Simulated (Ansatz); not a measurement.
Start from `[SiH3]C[SiH]1CO1` and change one atom or group to get `S[SiH]1CO1`.

Ansatz, PBE0-D4/def2-TZVP geometries, multiplicity 1. Each molecule was computed in one conformer, which needn't be the lowest.

| property | `[SiH3]C[SiH]1CO1` |
| --- | --- |
| HOMO–LUMO gap (B3LYP/def2-TZVPP) / eV | 6.78 |
| HOMO–LUMO gap (PBE0/def2-TZVPP) / eV | 7.21 |
| LUMO energy (PBE0/def2-TZVPP) / eV | -0.23 |
| HOMO–LUMO gap (PBE/def2-TZVPP) / eV | 5.11 |
| HOMO energy (PBE0/def2-TZVPP) / eV | -7.44 |
| HOMO energy (ωB97M-V/def2-TZVPP) / eV | -9.70 |

Task: What does the change do to each property? (Best estimate.)

Result: Computed: 
```
                             property  `S[SiH]1CO1`  shift
HOMO–LUMO gap (B3LYP/def2-TZVPP) / eV          6.86   0.08
 HOMO–LUMO gap (PBE0/def2-TZVPP) / eV          7.31   0.10
   LUMO energy (PBE0/def2-TZVPP) / eV         -0.17   0.06
  HOMO–LUMO gap (PBE/def2-TZVPP) / eV          5.19   0.08
   HOMO energy (PBE0/def2-TZVPP) / eV         -7.48  -0.04
HOMO energy (ωB97M-V/def2-TZVPP) / eV         -9.69   0.01
```

B3LYP here is the variant with VWN-RPA as its local correlation; programs differ in this.
